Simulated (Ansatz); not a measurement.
Reaction (formal exchange of groups at the Si–C bond): `F[C@H]1O[C@H]1[SiH3]` + `F[CH2][GeH3]` → `F[CH]([SiH3])[GeH3]` + `FC1CO1`

Gas-phase electronic energies from Ansatz, PBE0-D4/def2-TZVP geometries. CCSD(T)/CBS is the MP2 limit (def2-TZVPP, def2-QZVPP) plus CCSD(T) − MP2 in def2-TZVPP, frozen cores. Functionals use def2-TZVPP. For Ge outer-core shells are correlated without core-valence functions, which leaves a few kJ/mol of doubt a bond. Scalar relativity is left out up to krypton.

`F[C@H]1O[C@H]1[SiH3]`:

Z-matrix (Å, degrees):
```
C
O 1 1.369
C 1 1.457 2 62.3
F 1 1.352 2 115.8 3 111.7
H 1 1.087 2 117.3 3 -115.3
Si 3 1.882 1 123.1 2 101.6
H 3 1.091 1 116.0 2 -100.8
H 6 1.487 3 107.9 1 100.1
H 6 1.480 3 110.7 1 -21.1
H 6 1.485 3 108.4 1 -142.1
```

`F[CH2][GeH3]`:

Z-matrix (Å, degrees):
```
C
Ge 1 1.975
F 1 1.386 2 110.3
H 1 1.094 2 110.7 3 119.9
H 1 1.094 2 110.7 3 -119.8
H 2 1.539 1 108.3 3 179.9
H 2 1.535 1 109.6 3 -60.5
H 2 1.535 1 109.6 3 60.3
```

`F[CH]([SiH3])[GeH3]`:

Z-matrix (Å, degrees):
```
C
Si 1 1.891
Ge 1 1.981 2 114.3
F 1 1.403 2 109.4 3 121.8
H 1 1.097 2 109.5 3 -120.7
H 2 1.487 1 107.6 3 61.3
H 2 1.485 1 110.5 3 -178.9
H 2 1.485 1 109.8 3 -57.8
H 3 1.535 1 109.5 2 56.5
H 3 1.535 1 109.0 2 176.9
H 3 1.538 1 108.6 2 -63.3
```

`FC1CO1`:

Cartesian coordinates in Å:
```
F -1.750 -0.077 -0.238
C -0.548 -0.202 0.366
C 0.651 0.113 -0.385
O 0.107 0.977 0.629
H -0.595 -0.937 1.166
H 1.601 -0.353 -0.138
H 0.534 0.479 -1.400
```

| level | ΔE (eV) |
| --- | --- |
| PBE0-D4 | 0.03 |
| HF/def2-TZVPP | 0.07 |

(1) What does CCSD(T)/CBS give? (Estimate.)

Largest T1 diagnostic among the species: 0.013.

Results:

(1) Computed: +0.03 eV. The listed levels differ from it by 0.00, 0.04 eV.
